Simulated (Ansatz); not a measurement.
```yaml
crystal:
  periodic: [false, false, false]
  atoms:
    - {symbol: F, position_ang: [-2.486785, 1.450854, 0.423574]}
    - {symbol: Ge, position_ang: [-0.910700, 2.154234, -0.021896]}
    - {symbol: N, position_ang: [0.019550, 0.486106, 0.007050]}
    - {symbol: Si, position_ang: [1.570139, 0.362397, -0.461737]}
    - {symbol: Si, position_ang: [-1.082929, -0.931858, 0.406385]}
    - {symbol: H, position_ang: [2.110510, 1.816365, -0.790175]}
    - {symbol: H, position_ang: [2.344045, -0.373947, 0.748765]}
    - {symbol: H, position_ang: [1.885983, -0.413618, -1.680959]}
    - {symbol: H, position_ang: [-1.681589, -1.121580, 1.736918]}
    - {symbol: H, position_ang: [0.023892, -2.042177, 0.217829]}
    - {symbol: H, position_ang: [-2.009781, -1.302414, -0.744020]}
basis:
  gaussian: {orbitals: 6-31G, fitting: {mean_field: def2-universal-jkfit}, final_grid: {core_spheres: 8, valence_spheres: 7, degree: 23}}
hamiltonian: {xc: {name: HF}}
correlation: {diis_vectors: 2}
accuracy: high
relax: {f_tol: 0.0001, max_steps: 1}
```

```sh
$ ansatz run in.yaml --threads 8 --pin off --events-out ev --progress --plain --max-ram 18278MiB
```

(1) How does Ansatz answer? (An estimate is asked.)

## Answers

(1) Computed: The input was rejected before any iteration.
```
Error: invalid value for `correlation`: name a method or an active space
```
